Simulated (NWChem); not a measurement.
System: C3H12O4Si2; SMILES O([Si](OC)(OC)OC)[SiH3]

Here is an NWChem input.

```
start job
memory heap 200 mb stack 900 mb global 1100 mb
geometry units angstroms noautoz
  C     -2.531116    -1.408499     0.082870
  O     -1.348970    -0.987168     0.710037
  Si    -0.054949    -0.290758    -0.013789
  O      1.188761    -0.325090     1.058247
  C      1.565136    -1.425521     1.844274
  O      0.209825    -1.128917    -1.403277
  C      1.017171    -0.723920    -2.475541
  O     -0.266820     1.293707    -0.390433
  Si     0.103264     2.781928     0.259407
  H     -3.052749    -2.113148     0.748267
  H     -2.326397    -1.916624    -0.874503
  H     -3.207044    -0.557529    -0.111533
  H      2.298415    -1.088899     2.592465
  H      2.035030    -2.217692     1.235255
  H      0.700461    -1.861692     2.372189
  H      0.789846     0.308739    -2.791906
  H      2.090280    -0.778317    -2.220713
  H      0.835236    -1.395339    -3.328454
  H     -0.245590     2.833732     1.709716
  H      1.555828     3.078882     0.088947
  H     -0.695144     3.803015    -0.476663
end
basis spherical
  * library def2-svp
end
dft
  xc pbe0
  iterations 150
  semidirect filesize 400000000
  mulliken
end
task dft energy
```

All runs use the structure optimised with PBE0/def2-SVP. Not confirmed as a minimum by frequencies.

### Question
Give the results of this calculation. (PBE0/def2-SVP.) Quantities: basis functions; energy (Ha); highest occupied level (eV); orbital gap (eV); dipole (D).

### Answer
number of basis functions: 194
energy (Ha): -1000.39
highest occupied level (eV): -8.00
orbital gap (eV): 8.76
dipole (D): 0.91
